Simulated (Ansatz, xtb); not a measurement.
The molecule SiS+, multiplicity 2 (lowest of 2S+1 = 2, 4 at CCSD(T)/def2-TZVPP on PBE0 minima; our sources give no spin for the ground state, which may be another).

The constants come from a fifth-degree fit in 1/R (seven points, main isotopes). In def2 and cc sets the state is the lowest found near the PBE0 minimum, followed along R.

The values were computed with Ansatz (a quantum-chemistry and plane-wave program); xtb for the GFN methods. Values without a source in brackets are computed. The GFN methods have no spin term and hold the electronic entropy of 300 K.

```csv
level,r_e (Å),ω_e (cm⁻¹),α_e (cm⁻¹),ω_e x_e (cm⁻¹)
GFN2-xTB,2.044,467,0.0042,-1.1
PBE/def2-TZVPP,2.096,568,0.0014,2.1
r2SCAN/def2-TZVPP,2.078,590,0.0014,2.2
B97M-V/def2-TZVPP,2.070,600,0.0014,2.2
B3LYP/def2-TZVPP,2.083,582,0.0014,2.2
PBE0/def2-TZVPP,2.071,601,0.0014,2.1
BHLYP/def2-TZVPP,2.060,614,0.0014,2.1
CAM-B3LYP/def2-TZVPP,2.062,610,0.0014,2.1
wB97X-V/def2-TZVPP,2.058,624,0.0013,2.0
wB97M-V/def2-TZVPP,2.062,616,0.0013,2.0
B2PLYP/def2-TZVPP,2.077,591,0.0014,2.2
CCSD/aug-cc-pV(T+d)Z,2.072,605,0.0014,2.1
CCSD/def2-TZVPP,2.068,610,0.0014,2.2
CCSD/aug-cc-pV(Q+d)Z,2.063,612,0.0014,2.2
CCSD/def2-QZVPP,2.063,613,0.0014,2.2
CCSD(T)/aug-cc-pV(T+d)Z,2.082,590,0.0014,2.2
CCSD(T)/def2-TZVPP,2.077,595,0.0014,2.3
CCSD(T)/aug-cc-pV(Q+d)Z,2.072,598,0.0014,2.2
CCSD(T)/def2-QZVPP,2.071,599,0.0014,2.2
"CCSD(T)/CBS(aug-cc-pV(T+d)Z, aug-cc-pV(Q+d)Z)",2.068,603,0.0014,2.3
"CCSD(T)/CBS(def2-TZVPP, def2-QZVPP)",2.068,603,0.0014,2.2
```

Correlated levels freeze the cores. CBS: X⁻³ extrapolation of the correlation energy, Hartree–Fock from the larger set.
